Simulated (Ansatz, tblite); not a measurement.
Removing and adding an electron: Sn₉H₁₅. Total charge 0; doublet. Geometry: PBE-D4/def2-SVP. Ansatz, gas phase; energy differences of separate SCF runs; the oxidised species is a singlet (the triplet lies 1.12 eV higher at PBE0-D4/def2-TZVP); the reduced species is a singlet (the triplet lies 2.19 eV higher at PBE0-D4/def2-TZVP).

```csv
atom,x (Å),y (Å),z (Å)
Sn1,-0.614,-1.924,2.433
Sn2,-1.984,-1.538,-1.970
Sn3,-2.020,2.152,0.771
Sn4,2.333,1.588,1.934
Sn5,1.168,1.879,-2.520
Sn6,-2.405,-0.654,0.670
Sn7,2.046,-1.220,1.861
Sn8,0.572,-0.856,-2.920
Sn9,0.628,2.884,0.077
H10,-0.816,-3.646,2.332
H11,-0.984,-1.462,4.065
H12,-2.200,-3.261,-2.054
H13,-3.181,-0.822,-3.005
H14,-2.402,2.721,2.368
H15,-3.162,2.908,-0.299
H16,1.959,2.131,3.541
H17,3.993,2.013,1.643
H18,0.237,2.790,-3.672
H19,2.839,2.152,-2.919
H20,-4.041,-1.029,1.149
H21,3.146,-1.989,2.968
H22,2.443,-1.775,0.265
H23,0.687,-1.224,-4.616
H24,1.759,-1.818,-2.101
```

In the def2 sets Sn takes a core potential; there is no spin–orbit coupling. The xTB rows come from tblite. Single mean-field runs in def2-TZVP are fitted with def2-universal-jkfit.

```
            level  −HOMO (eV)  vertical IE (eV)  −LUMO (eV)  vertical EA (eV)  HOMO–LUMO gap (eV)  IE − EA (eV)
         GFN1-xTB           –             11.59           –              8.22                   –          3.37
         GFN2-xTB           –             11.70           –              8.65                   –          3.06
 PBE-D4/def2-TZVP        5.03              6.78        4.44              2.84                0.59          3.94
 B97M-V/def2-TZVP        5.22              6.87        4.52              2.80                0.70          4.06
PBE0-D4/def2-TZVP        5.85              7.00        3.81              2.81                2.04          4.18
```

Relaxing the oxidised species (PBE-D4/def2-SVP) changes its energy by -0.45 eV at PBE-D4/def2-TZVP, so the adiabatic ionisation energy to this nearest minimum is 6.33 eV. At PBE0-D4/def2-TZVP it is 6.43 eV.     HOMO and LUMO are the levels of the spin that leaves or enters (xTB has no such levels and no spin-polarisation term). Other spin states of the ions may lie lower, which would lower the ionisation energy or raise the affinity. Raw xTB energy differences between charge states are shifted by several eV; the methods need an empirical correction for them. Sets without diffuse functions give affinities that are too small.
